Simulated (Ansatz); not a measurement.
Correlation energies of CH3BO2 (`BC(=O)O`) by basis set

```xyz
7

B     0.292   -1.021    0.417
C    -0.147    0.306   -0.275
O    -0.570    0.149   -1.398
O    -0.061    1.493    0.322
H    -0.523   -1.664    0.998
H     1.400   -1.422    0.241
H    -0.391    2.158   -0.304
```

Charge 0, multiplicity 1. The geometry is a stationary point of PBE0-D4/def2-TZVP. It is one conformer, not always the lowest. Frozen core, restricted reference, Ansatz. CBS rows extrapolate triple and quadruple zeta; past MP2 they add the triple-zeta difference.

```json
{"basis": "def2-SVP", "HF (Eh)": "?", "MP2 corr.": "?", "CCSD corr.": "-0.59659", "(T)": "-0.01804", "CCSD(T) total": "?"}
{"basis": "def2-TZVPP", "HF (Eh)": "-214.10415", "MP2 corr.": "?", "CCSD corr.": "?", "(T)": "-0.03038", "CCSD(T) total": "?"}
{"basis": "def2-QZVPP", "HF (Eh)": "-214.11390", "MP2 corr.": "-0.77227", "CCSD corr.": "–", "(T)": "–", "CCSD(T) total": "–"}
{"basis": "CBS(def2)", "HF (Eh)": "-214.11525", "MP2 corr.": "-0.81277", "CCSD corr.": "-0.82971", "(T)": "as TZ", "CCSD(T) total": "-214.97534"}
```

Question: Fill in the withheld values. (Estimate.)

Answer: The calculation gave: def2-SVP HF (Eh): -213.84585; def2-SVP MP2 corr.: -0.57115; def2-SVP CCSD(T) total: -214.46048; def2-TZVPP MP2 corr.: -0.71761; def2-TZVPP CCSD corr.: -0.73455; def2-TZVPP CCSD(T) total: -214.86908.
